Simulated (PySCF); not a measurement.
InF, SMILES [F][In] (connectivity only; charge and spin as stated), neutral, multiplicity 1. The structure is a stationary point at PBE-D3(BJ)/def2-TZVP. The def2 effective core potentials stand for the cores of In; spin–orbit coupling is left out.

Method: PBE-D3(BJ)/def2-TZVP (PySCF 2.14.0).

Harmonic wavenumbers (cm⁻¹): 503. Rotational constants (GHz): 7.596 (linear); symmetry number 1.

Q: Work out the zero-point energy and the ideal-gas rigid-rotor harmonic-oscillator thermochemistry at 298.15 K and 1 atm.

A: ZPE = ½ Σ hcν = ½ × 503 cm⁻¹ = 0.72 kcal/mol. H − E(el) = 2.93 kcal/mol. Entropy in cal/(mol K): translation 40.59, rotation 15.31, vibration 0.65, total 56.55. G − E(el) = -13.93 kcal/mol. Cp = 8.20 cal/(mol K).
